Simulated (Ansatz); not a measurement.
The inner images of a band of CH3ClMgO + H2 (9 atoms, charge 0, multiplicity 1) are given out of order.

These are results of Ansatz 0.2.0, RHF/def2-SVPD, not measurements.

Initial state:

```xyz
9
Properties=species:S:1:pos:R:3
Mg -1.016 0.306 1.077
O -0.157 0.206 -0.458
C 0.393 0.203 -1.712
Cl -2.338 0.610 2.842
H 0.905 -0.979 1.918
H 0.545 -0.948 2.577
H 0.880 -0.753 -1.934
H 1.150 0.987 -1.822
H -0.362 0.370 -2.488
```

Final state:

```xyz
9
Properties=species:S:1:pos:R:3
Mg -0.630 -0.123 1.761
O 0.534 -0.266 0.071
C 0.287 0.152 -1.268
Cl -2.499 0.937 1.012
H 1.394 -0.640 0.176
H 0.271 -0.835 3.035
H 0.373 -0.697 -1.942
H 0.993 0.929 -1.551
H -0.723 0.543 -1.294
```

Task: Put them in order from the first end to the last, with their energies above the first end.
A.
```xyz
9
Properties=species:S:1:pos:R:3
Mg -0.911 0.107 1.520
O 0.079 -0.061 -0.076
C 0.447 0.088 -1.410
Cl -2.747 0.782 2.585
H 0.727 -0.543 0.856
H 0.775 -0.760 1.861
H 0.741 -0.871 -1.839
H 1.282 0.783 -1.509
H -0.392 0.477 -1.988
```
B.
```xyz
9
Properties=species:S:1:pos:R:3
Mg -0.689 -0.082 1.786
O 0.400 -0.217 0.038
C 0.342 0.141 -1.335
Cl -2.684 0.939 1.469
H 1.219 -0.634 0.261
H 0.456 -0.845 2.817
H 0.496 -0.741 -1.954
H 1.102 0.887 -1.558
H -0.642 0.553 -1.525
```
C.
```xyz
9
Properties=species:S:1:pos:R:3
Mg -1.077 0.246 1.203
O -0.128 0.091 -0.282
C 0.404 0.138 -1.541
Cl -2.623 0.679 2.740
H 0.910 -0.749 1.434
H 0.830 -0.859 2.177
H 0.731 -0.853 -1.876
H 1.276 0.800 -1.583
H -0.324 0.507 -2.271
```
D.
```xyz
9
Properties=species:S:1:pos:R:3
Mg -0.813 0.012 1.754
O 0.135 -0.091 -0.063
C 0.439 0.099 -1.429
Cl -2.792 0.845 2.414
H 0.837 -0.518 0.428
H 0.662 -0.794 2.237
H 0.708 -0.852 -1.883
H 1.264 0.801 -1.535
H -0.441 0.498 -1.923
```
E.
```xyz
9
Properties=species:S:1:pos:R:3
Mg -0.748 -0.040 1.794
O 0.267 -0.156 -0.013
C 0.394 0.122 -1.397
Cl -2.786 0.914 1.962
H 1.041 -0.587 0.328
H 0.573 -0.834 2.570
H 0.614 -0.796 -1.938
H 1.191 0.845 -1.560
H -0.547 0.532 -1.746
```

Result: C (+9.4 kJ/mol), A (+94.2 kJ/mol), D (+19.1 kJ/mol), E (+1.1 kJ/mol), B (-9.3 kJ/mol).

The run took 2.2 min on 2 threads of Arm Neoverse V2, on a shared host, peak memory 0.28 GiB.
